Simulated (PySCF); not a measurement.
Al2H4O4, SMILES [OH][Al]([Al]([OH])[OH])[OH]. Heavy atoms are numbered as in [Al:1]([OH:2])([OH:3])[Al:4]([OH:5])[OH:6]. Hydrogens are named by the atom that carries them.

Geometry optimised at B3LYP-D3(BJ)/def2-SVP. The structure was generated by enumeration; whether it is a known compound was not checked. The values are those of a single conformer.

All values below come from PySCF with PBE/pcSseg-1.

GIAO shieldings, no solvent; atoms alike by connectivity are averaged. δ = σ(ref) − σ: ¹⁷O against H2O (σ = 334.3 ppm); ¹H against TMS (σ = 31.49 ppm), references at their B3LYP-D3(BJ)/def2-TZVP geometries, non-relativistic.

```csv
nucleus,atoms,count,δ (ppm)
¹⁷O,O2 (OH),4,73.5
¹H,H on O2,4,2.30
```
